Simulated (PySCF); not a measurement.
## Electron correlation in Ni (nickel, neutral)

[Ar] 3d10, closed-shell 1S (an excited configuration). Calculation: PySCF 2.14, in x2c-TZVPPall with one added diffuse shell each of s, p, d, f type (7s6p5d3f1g, 80 functions); the spin-free X2C one-electron Hamiltonian (Gaussian nucleus). Frozen: [Ne]; 18 electrons correlated.

```
  level  correlation energy (mhartree)
   CCSD                        -773.41
    (T)                         -36.52
CCSD(T)                        -809.93
```

Diagnostics: T1 = 0.030, D1 = 0.0561, largest double amplitude 0.022.

Cost of the coupled-cluster step: roughly 20 core-seconds, for 18 correlated electrons.

This basis was not built for core-valence correlation, so the inner-shell part is incomplete.
